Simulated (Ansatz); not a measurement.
A run for Ansatz (an electronic-structure program): R-PBE/def2-TZVPPD on AsH3N2 (a complex), monomers drawn apart or pushed together. Files ending in .json are basis or fitting sets from the Basis Set Exchange.

Ansatz 0.2 input:
```yaml
crystal:
  periodic: [false, false, false]
  atoms:
    - {symbol: N, position_ang: [0.24158190, -0.23289790, -1.00821241]}
    - {symbol: N, position_ang: [0.46009790, -0.69625344, -0.04515045]}
    - {symbol: As, position_ang: [-0.46349242, 0.15087264, 3.79732681]}
    - {symbol: H, position_ang: [1.02129571, -0.18612829, 3.86815690]}
    - {symbol: H, position_ang: [-0.84672497, -1.31736022, 3.65335239]}
    - {symbol: H, position_ang: [-0.60823795, 0.10155772, 5.31531309]}
basis:
  gaussian:
    orbitals: def2-TZVPPD.json
hamiltonian:
  xc: {name: PBE}
scf: {lower_state_search: off}
```

Output:

```
WARN ansatz: RAYON_NUM_THREADS=2 ignored (pool sized by the plan → 2); use --threads N
Functional definition: PBE
these checks for a lower state are left out or cut short: stability, starts, cluster_reference, orbital_swaps, neighbouring_geometries, increment
integrals: 0.07 GiB planned
942 factors; their error is unknown
mean field: 0.56 GiB planned
mean field evaluation 1: about -63856.3880 eV, gradient 3.6e1 eV
mean field evaluation 2: about -63856.8593 eV, gradient 3.2e1 eV
mean field evaluation 4: about -63858.8917 eV, gradient 1.7e0 eV
mean field evaluation 8: about -63858.8846 eV, gradient 2.6e-1 eV
mean field evaluation 16: about -63858.8847 eV, gradient 3.4e-6 eV
mean field -63858.88466368 eV, -2346.7707262834 hartree, gradient 3.4e-6 eV, S^2 0.000000; 0 other end points of the search recorded, 0 dependent functions left out
reference -63858.88470370 eV, -2346.7707277544 hartree; 25, 25 occupied and 154, 154 virtual orbitals, 942 factors
Total energy: -63858.88470370 eV, -2346.7707277544 hartree
Checks for a lower state left out: stability, starts, cluster_reference, orbital_swaps, neighbouring_geometries, increment
```

The calculation finished and met its thresholds.

Cost: around 1.7 core-seconds (rough).
